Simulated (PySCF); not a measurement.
Members of one series of related molecules.

All values: B3LYP/def2-SVPD (PySCF) at GFN2-xTB geometries, gas phase, one conformer each. Core orbitals are frozen in the response; Δα² is half the sum of the squared differences of the principal polarisabilities.

Task: Rank by dipole moment, highest first.
A. `[CH2:1]=[CH:2][CH2:3][C@@H:4]([C:5]#[N:6])[O:7][SiH3:8]` with C1–C2–C3–C4 -116°, C2–C3–C4–C5 170°, C3–C4–O7–Si8 153°
B. `[CH2:1]=[CH:2][CH2:3][C@H:4]([C:5]#[N:6])[S:7][SiH3:8]` with C1–C2–C3–C4 -113°, C2–C3–C4–C5 -63°, C3–C4–S7–Si8 81°
C. `[CH2:1]=[CH:2][CH2:3][C@@H:4]([C:5]#[N:6])[O:7][CH3:8]` with C1–C2–C3–C4 -118°, C2–C3–C4–C5 170°, C3–C4–O7–C8 172°
D. `[CH2:1]=[CH:2][C:3](=[O:4])[C@@H:5]([C:6]#[N:7])[O:8][SiH3:9]` with C1–C2–C3–O4 -3°, C2–C3–C5–C6 59°, C3–C5–O8–Si9 -7°
E. `[CH2:1]=[CH:2][SiH2:3][C@@H:4]([C:5]#[N:6])[O:7][SiH3:8]` with C1–C2–Si3–C4 -14°, C2–Si3–C4–C5 60°, Si3–C4–O7–Si8 172°

Result: D (4.42 D), A (3.48 D), C (3.23 D), E (3.07 D), B (2.74 D).

Task: Rank by polarisability anisotropy Δα, lowest first.
A. `[CH2:1]=[CH:2][CH2:3][C@H:4]([C:5]#[N:6])[S:7][SiH3:8]` with C1–C2–C3–C4 -113°, C2–C3–C4–C5 -63°, C3–C4–S7–Si8 81°
B. `[CH2:1]=[CH:2][SiH2:3][C@@H:4]([C:5]#[N:6])[O:7][SiH3:8]` with C1–C2–Si3–C4 -14°, C2–Si3–C4–C5 60°, Si3–C4–O7–Si8 172°
C. `[CH2:1]=[CH:2][C:3](=[O:4])[C@@H:5]([C:6]#[N:7])[O:8][SiH3:9]` with C1–C2–C3–O4 -3°, C2–C3–C5–C6 59°, C3–C5–O8–Si9 -7°

Result: B (4.69 Å³), C (5.46 Å³), A (6.75 Å³).

All values together:

```json
{"SMILES": "C=CC[C@@H](C#N)O[SiH3]", "change": "parent", "formula": "C5H9NOSi", "μ (D)": "3.48", "HOMO (eV)": "-7.78", "LUMO (eV)": "-0.78", "α (Å³)": "13.79", "Δα (Å³)": "4.67", "electrons": "68", "α per electron (Å³)": "0.203"}
{"SMILES": "C=CC(=O)[C@@H](C#N)O[SiH3]", "change": "CH2 replaced by C=O", "formula": "C5H7NO2Si", "μ (D)": "4.42", "HOMO (eV)": "-8.01", "LUMO (eV)": "-3.03", "α (Å³)": "14.12", "Δα (Å³)": "5.46", "electrons": "74", "α per electron (Å³)": "0.191"}
{"SMILES": "C=CC[C@@H](C#N)OC", "change": "Si replaced by C", "formula": "C6H9NO", "μ (D)": "3.23", "HOMO (eV)": "-7.72", "LUMO (eV)": "-0.53", "α (Å³)": "12.10", "Δα (Å³)": "4.78", "electrons": "60", "α per electron (Å³)": "0.202"}
{"SMILES": "C=C[SiH2][C@@H](C#N)O[SiH3]", "change": "C replaced by Si", "formula": "C4H9NOSi2", "μ (D)": "3.07", "HOMO (eV)": "-8.03", "LUMO (eV)": "-1.01", "α (Å³)": "15.68", "Δα (Å³)": "4.69", "electrons": "76", "α per electron (Å³)": "0.206"}
{"SMILES": "C=CC[C@H](C#N)S[SiH3]", "change": "O replaced by S", "formula": "C5H9NSSi", "μ (D)": "2.74", "HOMO (eV)": "-7.11", "LUMO (eV)": "-0.97", "α (Å³)": "16.61", "Δα (Å³)": "6.75", "electrons": "76", "α per electron (Å³)": "0.219"}
{"SMILES": "C=CC[Si@H](C#N)O[SiH3]", "change": "C replaced by Si", "formula": "C4H9NOSi2", "μ (D)": "3.61", "HOMO (eV)": "-7.42", "LUMO (eV)": "-1.11", "α (Å³)": "15.51", "Δα (Å³)": "5.68", "electrons": "76", "α per electron (Å³)": "0.204"}
```

Conformers: `[CH2:1]=[CH:2][CH2:3][C@@H:4]([C:5]#[N:6])[O:7][SiH3:8]` with C1–C2–C3–C4 -116°, C2–C3–C4–C5 170°, C3–C4–O7–Si8 153°; `[CH2:1]=[CH:2][C:3](=[O:4])[C@@H:5]([C:6]#[N:7])[O:8][SiH3:9]` with C1–C2–C3–O4 -3°, C2–C3–C5–C6 59°, C3–C5–O8–Si9 -7°; `[CH2:1]=[CH:2][CH2:3][C@@H:4]([C:5]#[N:6])[O:7][CH3:8]` with C1–C2–C3–C4 -118°, C2–C3–C4–C5 170°, C3–C4–O7–C8 172°; `[CH2:1]=[CH:2][SiH2:3][C@@H:4]([C:5]#[N:6])[O:7][SiH3:8]` with C1–C2–Si3–C4 -14°, C2–Si3–C4–C5 60°, Si3–C4–O7–Si8 172°; `[CH2:1]=[CH:2][CH2:3][C@H:4]([C:5]#[N:6])[S:7][SiH3:8]` with C1–C2–C3–C4 -113°, C2–C3–C4–C5 -63°, C3–C4–S7–Si8 81°; `[CH2:1]=[CH:2][CH2:3][Si@H:4]([C:5]#[N:6])[O:7][SiH3:8]` with C1–C2–C3–Si4 108°, C2–C3–Si4–C5 173°, C3–Si4–O7–Si8 59°.

Task: Give the shifts from the parent, `C=CC[C@@H](C#N)O[SiH3]`.

Result: 
| SMILES | change in μ (D) | change in HOMO (eV) | change in LUMO (eV) | change in mean α (Å³) |
| --- | --- | --- | --- | --- |
| C=CC(=O)[C@@H](C#N)O[SiH3] | +0.94 | -0.23 | -2.25 | +0.33 |
| C=CC[C@@H](C#N)OC | -0.25 | +0.06 | +0.25 | -1.69 |
| C=C[SiH2][C@@H](C#N)O[SiH3] | -0.41 | -0.25 | -0.23 | +1.89 |
| C=CC[C@H](C#N)S[SiH3] | -0.74 | +0.67 | -0.19 | +2.82 |
| C=CC[Si@H](C#N)O[SiH3] | +0.13 | +0.36 | -0.33 | +1.72 |

Task: How closely does the mean polarisability follow the number of electrons in this set?

Result: The correlation coefficient is 0.92; α per electron runs from 0.191 to 0.219 Å³.
